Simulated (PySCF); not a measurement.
Si(Cl)(OH)(NH2)2 (ClH5N2OSi), SMILES N[Si](N)(O)Cl.

The structure is a stationary point at PBE0-D3(BJ)/def2-SVP. This is a generated structure with no PubChem entry under its InChIKey; it may be hypothetical. The values are those of a single conformer.

Two levels are set side by side: TDDFT-PBE/def2-SVPD (PySCF) and TDDFT-CAM-B3LYP/def2-SVPD (PySCF). Vertical, same geometry. The lowest singlet is HOMO→LUMO 99 % with PBE and HOMO→LUMO 52 %, HOMO−1→LUMO 30 % with the other functional; states are paired by order. Differences are taken from unrounded values.

```csv
quantity,TDDFT-CAM-B3LYP
lowest singlet excitation (eV),6.90
lowest triplet excitation (TDA) (eV),6.56
first bright state (f over 0.05) (eV),7.98
its oscillator strength,0.05
```

Q: What does TDDFT-PBE give, and how far is it from TDDFT-CAM-B3LYP? (The exact figures need the calculation; the answer reports its results.)

A: 
```json
[
 {"quantity": "lowest singlet excitation (eV)", "TDDFT-PBE": "5.78", "TDDFT-PBE minus TDDFT-CAM-B3LYP": "-1.12"},
 {"quantity": "lowest triplet excitation (TDA) (eV)", "TDDFT-PBE": "5.62", "TDDFT-PBE minus TDDFT-CAM-B3LYP": "-0.94"},
 {"quantity": "first bright state (f over 0.05) (eV)", "TDDFT-PBE": "7.44", "TDDFT-PBE minus TDDFT-CAM-B3LYP": "-0.54"},
 {"quantity": "its oscillator strength", "TDDFT-PBE": "0.07", "TDDFT-PBE minus TDDFT-CAM-B3LYP": "0.01"}
]
```

Functionals without exact exchange tend to place singlet excitations lower, as here. Differences between two approximate levels are no errors against the true value.

Rough cost on one machine, each run with all the roots and properties that it gave: TDDFT-CAM-B3LYP against TDDFT-PBE about 8 times.
